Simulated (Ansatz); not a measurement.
Reaction (cleavage of the B–B bond): `CBB([SiH3])Cl` + H–F → `CBF` + `[SiH3]BCl`

Isolated molecules relaxed with PBE0-D4/def2-TZVP in Ansatz; ΔE leaves out vibrations. CCSD(T)/CBS adds triple-zeta CCSD(T) − MP2 to the extrapolated MP2 energy (def2 sets, frozen cores). This one scheme is used for every species. DFT in def2-TZVPP. Each species was taken in one conformer, which may not be the lowest.

| level | ΔE (kcal/mol) |
| --- | --- |
| PBE0-D4 | -35.2 |
| PBE0 | -36.7 |
| MP2/def2-QZVPP | -37.2 |
| SCS-MP2/def2-QZVPP | -38.7 |

Question: What does CCSD(T)/CBS give? (Estimate.)

Answer: Computed: -36.6 kcal/mol. The listed levels differ from it by 1.4, -0.1, -0.6, -2.1 kcal/mol.

Largest T1 diagnostic among the species: 0.014.

The D4 term adds +2.5 kcal/mol with B3LYP and +1.5 kcal/mol with PBE0; it sums over pairs of atoms, weighted by their polarisabilities, and B3LYP, whose exchange is more repulsive, gets the larger term. In def2-TZVPP, CCSD(T) changes the Hartree–Fock value by +6.2 kcal/mol (the triples alone add +0.6 kcal/mol) and MP2 by +6.2 kcal/mol.

B3LYP here is the variant with VWN-RPA as its local correlation; programs differ in this.
